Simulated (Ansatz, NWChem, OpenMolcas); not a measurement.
# The HOMO–LUMO gap down a group: O to Te

Gas-phase molecules, one atom swapped for its congeners: GeO; GeS; GeSe; GeTe. All are singlets with charge 0.

Shapes, held fixed at every level: measured bond length; GeO from PBE0-D4/def2-TZVP. Programs: Ansatz 0.2.0, NWChem 7.3.0, OpenMolcas 26.06. A level may come from different programs for different species; with the same settings they agree closely. Values in eV.

```csv
level,GeO,GeSe,GeTe
HF/STO-3G,13.95,11.21,10.11
HF/3-21G,12.45,10.02,8.95
PBE0/def2-SVP,6.59,5.19,4.48
```

Task: Estimate the column for GeS from its neighbours.

Result: The mean of the neighbours at PBE0/def2-SVP is 5.89 eV, against 5.65 from the run: the member lies nearer Se. All rows: HF/STO-3G 11.84; HF/3-21G 10.58; PBE0/def2-SVP 5.65 eV. At PBE0/def2-SVP the HOMO–LUMO gap falls at every step, from 6.59 to 4.48 eV. Every level shows the same order. For atoms past krypton def2 sets carry core potentials with scalar relativity. All-electron rows are non-relativistic unless named. Relativity is left out for Ge, Se. Orbital gaps aren't excitation energies, and the LUMO depends on the basis.
